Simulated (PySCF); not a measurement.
Geometries of 2 isomers of C4H8Si2, from PySCF 2.14.0, PBE0-D3(BJ)/def2-SVP geometry optimisation, gas phase. One conformer each, no zero-point energy, no frequencies.

Problem. Which isomer lies lower at this level?
A.
```xyz
14
angstrom
C     -0.087    1.655    0.253
C      1.168    1.169    0.286
Si     1.623   -0.634    0.060
C      0.091   -1.649   -0.297
C     -1.165   -1.162   -0.330
Si    -1.627    0.627   -0.026
H     -0.227    2.737    0.399
H      1.993    1.877    0.457
H      2.609   -0.779   -1.058
H      2.303   -1.150    1.292
H      0.235   -2.722   -0.495
H     -1.985   -1.861   -0.553
H     -2.398    1.164   -1.193
H     -2.534    0.728    1.162
```
B.
```xyz
14
angstrom
C     -3.174    1.091    0.682
C     -2.168    0.876   -0.172
Si    -1.262   -0.752   -0.288
C      0.544   -0.496   -0.044
C      1.745   -0.317    0.120
Si     3.543   -0.051    0.367
H     -3.700    2.052    0.732
H     -3.521    0.316    1.376
H     -1.860    1.693   -0.838
H     -1.774   -1.677    0.766
H     -1.445   -1.380   -1.631
H      3.966    1.183   -0.358
H      3.829    0.106    1.822
H      4.298   -1.222   -0.165
```

Solution. A. That is `[SiH2]1C=C[SiH2]C=C1`, 33.1 kcal/mol below the other.

```json
{"SMILES": "C1=C[SiH2]C=C[SiH2]1", "atoms numbered as above": "[CH:1]1=[CH:2][SiH2:3][CH:4]=[CH:5][SiH2:6]1", "E (Eh)": "-735.46527", "relative (kcal/mol)": "0.0", "relative (kJ/mol)": "0.0", "dipole (D)": "0.05"}
{"SMILES": "C=C[SiH2]C#C[SiH3]", "atoms numbered as above": "[CH2:1]=[CH:2][SiH2:3][C:4]#[C:5][SiH3:6]", "E (Eh)": "-735.41249", "relative (kcal/mol)": "33.1", "relative (kJ/mol)": "138.6", "dipole (D)": "0.90"}
```

As drawn, the higher has a C≡C bond, which the lower lacks.
